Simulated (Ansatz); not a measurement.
Basis sets compared for (CuH)3 ring (Cu₃H₃). The state is a singlet with charge 0. Geometry PBE-D4/def2-SVP. Ansatz on 4 threads of Intel Xeon on a shared host; times are rough, and most runs start from earlier orbitals.

```xyz
6

Cu    1.067    0.754   -0.301
H     1.693   -0.423    0.729
Cu    0.133   -1.054    0.818
H    -1.505   -1.064    0.425
Cu   -1.200    0.300   -0.517
H    -0.188    1.487   -1.153
```

Binding counts from free atoms (Cu doublet, H doublet) in the same basis, without a counterpoise term.

```tsv
level	functions	energy (Eh)	HOMO (eV)	LUMO (eV)	binding per atom (eV)	wall time
PBE-D4/def2-SVP	108	-4921.9358	-4.75	-1.68	2.34	2.9 s
PBE-D4/def2-TZVP	153	-4922.6931	-5.23	-2.06	2.09	3.5 s
r2SCAN-D4/def2-TZVP (with forces)	153	-4923.3836	-5.25	-1.70	2.18	9 s
PBE0-D4/def2-SVP	108	-4921.9471	-6.15	-0.69	2.17	5.5 s
PBE0-D4/def2-TZVP	153	-4922.6756	-6.57	-1.02	2.00	9 s
```

(1) Estimate the rows for PBE-D4/def2-TZVPD, r2SCAN-D4/def2-TZVPD, PBE0-D4/def2-TZVPD.

Answers

(1) 
```
               level  functions  energy (Eh)  HOMO (eV)  LUMO (eV)  binding per atom (eV)  wall time
   PBE-D4/def2-TZVPD        171   -4922.6960      -5.25      -2.11                   2.10      4.2 s
r2SCAN-D4/def2-TZVPD        171   -4923.3858      -5.26      -1.74                   2.18        9 s
  PBE0-D4/def2-TZVPD        171   -4922.6778      -6.59      -1.22                   2.00      8.1 s
```
